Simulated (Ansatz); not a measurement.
Frontier orbitals of `OC[SiH](Cl)[SeH]`.

Cartesian coordinates in Å:
```
O -1.041 -1.449 -1.091
C -0.511 -0.857 0.081
Si 0.302 0.815 -0.229
Cl 1.790 0.578 -1.623
Se 1.047 1.743 1.702
H -1.745 -0.891 -1.431
H -1.267 -0.741 0.871
H 0.242 -1.549 0.469
H -0.678 1.787 -0.776
H 1.861 0.563 2.026
```

Charge 0, multiplicity 1. Correlated methods include outer-core shells of Se, which these sets cover unevenly. Scalar relativity is left out up to krypton. Geometry: relaxed with PBE0-D4/def2-TZVP. It is one conformer, not always the lowest. Basis def2-TZVPP, Ansatz 0.2.0.

Orbital energies of one run (eV). Highest occupied ones, from the top: -5.96, -6.31, -7.40, -7.66, -8.23, -8.65, -9.11, -9.75, -10.29, -10.97, -12.32, -13.26, -16.98, -17.80. Empty: -1.02, -0.89, -0.21, 0.12, 0.54, 1.01.

Task: Which functional gave them?
A. B3LYP
B. r2SCANh
C. BLYP
D. ωB97M-V

Result: C. HOMO energies: BLYP -5.96, B3LYP -7.10, ωB97M-V -9.52, r2SCANh -6.86 eV.

B3LYP here is the variant with VWN-RPA as its local correlation; programs differ in this.
